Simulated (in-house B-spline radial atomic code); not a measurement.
Checks on a self-consistent run for Sr8+, [Ar] (3d3/2)3 (3d5/2)6 4s1 4p2. Computed with a radial B-spline atomic code at the basis-set limit: Dirac-Hartree-Fock, average of the jj configuration, Fermi nucleus of rms radius 4.224 fm.

```
orbital        q      ε (Eh)    <1/r>        <r²>  small-component weight
  1s1/2        2  -601.40787  38.9998  0.00206557                0.019086
  2s1/2        2   -88.86718  8.81242   0.0347915               0.0038643
  2p1/2        2   -81.07338  8.75117     0.02664               0.0038353
  2p3/2        4   -78.59433  8.41131    0.028071               0.0037291
  3s1/2        2   -19.28127  2.98126    0.267765              0.00099887
  3p1/2        2   -16.30525  2.86717    0.270698              0.00094179
  3p3/2        4   -16.00637  2.79669    0.280266              0.00092143
  3d3/2        3   -11.00713  2.59068    0.272421              0.00080947
  3d5/2        6   -10.95440  2.57167    0.275561              0.00080252
  4s1/2        1    -6.09674  1.14211     1.56807              0.00024715
  4p1/2  0.66667    -5.22359  1.05979     1.78623              0.00022075
  4p3/2   1.3333    -5.15962  1.04267      1.8301                0.000217
```

Electron-electron repulsion V_ee = 1046.7330 hartree.

Question: What total energy follows from the eigenvalues?

Answer: The eigenvalues count the repulsion twice, so E = Σqε - V_ee = -2107.479 - 1046.733 = -3154.212 hartree; the run printed -3154.212.

Question: Does the Dirac virial theorem hold?

Answer: For a point nucleus E = -2c²Σq·w, with w the small-component weight. Here Σq·w = 0.083981 and c = 137.0360, so the ratio E/(-2c²Σq·w) is 1.000019; the finite nucleus accounts for the departure from 1.

Question: What diamagnetic shielding (Lamb formula) and susceptibility (Langevin formula) do the radii give?

Answer: σ = (α²/3)Σq<1/r> = 196.097/(3·137.036²) = 3480.8 ppm, and χ = -0.79199×10⁻⁶·Σq<r²> = -8.005×10⁻⁶ cm³/mol with Σq<r²> = 10.107 bohr². Both are non-relativistic formulas without the paramagnetism of open shells.
